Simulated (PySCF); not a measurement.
A homologous series of growing length: n-germane amino/formyl. All species are isolated molecules in the gas phase. One relaxed conformer stands for each flexible species; it need not be the lowest. Strings in code marks are SMILES.

Method: B3LYP-D3(BJ)/def2-TZVP // PBE0-D4/def2-SVP (PySCF). All candidates: neutral, multiplicity 1. B3LYP has the VWN-RPA correlation part, as in Gaussian. Delta-SCF ions had no search for a lower state. 

| Item | Value |
|---|---|
| vertical ionisation energy (Delta-SCF) | 7.89 eV |
| HOMO–LUMO gap | 4.55 eV |
| LUMO | -1.92 eV |

Task: Which member has these values?
A. `[NH2][GeH2][GeH2][GeH2][CH]=O`
B. `[NH2][GeH2][GeH2][CH]=O`
C. `[NH2][GeH2][CH]=O`
D. `[NH2][GeH2][GeH2][GeH2][GeH2][GeH2][CH]=O`

Result: D, `[NH2][GeH2][GeH2][GeH2][GeH2][GeH2][CH]=O`. The others give `[NH2][GeH2][GeH2][CH]=O`: 8.76 eV, 4.90 eV, -1.81 eV; `[NH2][GeH2][CH]=O`: 8.89 eV, 4.87 eV, -1.70 eV; `[NH2][GeH2][GeH2][GeH2][CH]=O`: 8.52 eV, 4.84 eV, -1.83 eV
